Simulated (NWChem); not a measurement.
SiNH₅O; SMILES N[SiH2]O

```xyz
8

Si    -0.4691     0.0315    -0.0007
N      0.4117    -1.4395     0.0041
O      0.5420     1.3622     0.0068
H     -1.3349     0.0833     1.2183
H     -1.3103     0.0178    -1.2351
H      0.8229    -1.7781    -0.8581
H      0.9871    -1.6894     0.8006
H      0.1444     2.2079     0.2334
```
Atoms are numbered in this order, from 1.

Program: NWChem. Pople sets run with spherical d functions. Geometry: optimised at PBE0/def2-SVP. Vzz is the largest principal value of the second derivative of the potential at the nucleus (NWChem prints the opposite sign); η is the asymmetry. Non-relativistic.

| level | Vzz N2 (a.u.) | η N2 | Vzz O3 (a.u.) | η O3 |
|---|---|---|---|---|
| PBE0/def2-TZVP | … | 0.36 | … | 0.59 |
| PBE0/def2-SVP | -0.912 | 0.32 | 1.462 | 0.60 |
| Hartree-Fock/def2-TZVP | -0.895 | 0.40 | 1.495 | 0.56 |
| Hartree-Fock/6-31G* | -0.909 | 0.36 | 1.486 | 0.59 |

Task: Complete the blanks.

Result: 
- PBE0/def2-TZVP, Vzz N2 (a.u.): -0.845
- PBE0/def2-TZVP, Vzz O3 (a.u.): 1.411
